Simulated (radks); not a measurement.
Spin polarisation of the 4d8 shell in Pd2+. Start: [Kr] 4d(up 4, down 4); electrons of 4d are moved from spin down to spin up, other shells keep equal spins. All-electron calculation, scalar-relativistic Kohn-Sham, LDA (Slater exchange, Perdew-Wang correlation), spin-polarised, spherical densities, point nucleus. Program: a radial shooting solver on a logarithmic mesh with Libxc functionals.

| moment (Bohr magnetons) | E - E(0) (eV) | e(4d up) (eV) | e(4d down) (eV) | 4p down minus up (eV) | 4s down minus up (eV) |
|---|---|---|---|---|---|
| 0 | 0.000 | -27.578 | -27.578 | 0.000 | 0.000 |
| 0.5 | -0.041 | -27.740 | -27.410 | 0.351 | 0.343 |
| 1 | -0.165 | -27.894 | -27.233 | 0.702 | 0.687 |
| 1.5 | -0.372 | -28.042 | -27.049 | 1.054 | 1.030 |
| 2 | -0.662 | -28.182 | -26.856 | 1.406 | 1.374 |

At moment 2 the spin-polarisation energy is -0.662 eV and the 4d exchange splitting 1.326 eV, that is 0.663 eV per Bohr magneton; E = -I m^2/4 would give I = 0.662 eV.
